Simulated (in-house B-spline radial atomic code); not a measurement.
# Functionals against ionisation energies along an isoelectronic series: Cs to Pr⁴⁺

Ionisation energies as differences of self-consistent total energies from a B-spline radial code for spherical atoms: all electrons, radial basis limit, scalar-relativistic (one-electron X2C), spin-polarised at highest spin, spherical densities; exact exchange is averaged over the determinants of each configuration. No spin-orbit coupling, Breit or QED terms. NIST's values run from ground level to ground level, so in open shells the differences also hold multiplet and fine-structure energies that spherical high-spin averages miss. Columns give computed minus NIST, in eV; a star marks a semi-empirical value. Species are left out where the tabulated value is theory, is uncertain by more than 0.12 eV, or (13 ions, such as In⁴⁺, Te⁴⁺ and Bi⁴⁺) lies off its series for all methods alike, which flatters the means a little.

```csv
species,shell,NIST (eV),PBE,PBEsol,BLYP,BP86,HSE06
Cs,6s,3.89,+0.08,+0.04,+0.06,+0.15,+0.02
Ba⁺,6s,10.00,+0.13,+0.08,+0.16,+0.20,+0.03
La²⁺,5d,19.18,-0.06,-0.10,-0.18,-0.03,-0.11
Ce³⁺,4f,36.91 ± 0.009*,?,?,?,?,?
Pr⁴⁺,4f,57.53 ± 0.05*,+1.58,+1.65,+1.38,+1.70,+1.15
```

Question: What are the differences for Ce³⁺ ([Xe] 4f1)?

Answer: PBE +1.03; PBEsol +1.09; BLYP +0.84; BP86 +1.14; HSE06 +0.55 eV.

Question: How do the methods rank, and which species is hardest?

Answer: Mean absolute (signed) differences: HSE06 0.37 (+0.33) eV; BLYP 0.53 (+0.45) eV; PBE 0.58 (+0.55) eV; PBEsol 0.59 (+0.55) eV; BP86 0.64 (+0.63) eV. For Pr⁴⁺, which loses a 4f electron, the nearest method is off by +1.15 eV, the largest such miss.
